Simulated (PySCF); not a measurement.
Method: PySCF with B3LYP-D3(BJ)/def2-TZVP // BP86-D3(BJ)/def2-SVP. Isolated molecules, 0 K electronic values unless said otherwise. One relaxed conformer stands for a flexible species; it need not be the lowest. B3LYP has the VWN-RPA correlation part, as in Gaussian. 

Reference species: [Nb(Cl)5] (neutral, multiplicity 1).

* **HOMO**: -8.92 eV
* **LUMO**: -4.62 eV

Changed species: [Nb(Cl)3(OH)2] (2 of 5 Cl replaced by OH; the reference has 0 of 5 Cl replaced by OH).

Task: Predict the effect on the HOMO and LUMO.

Result: the HOMO rises by 0.34 eV, to -8.58 eV; the LUMO rises by 1.56 eV, to -3.06 eV.
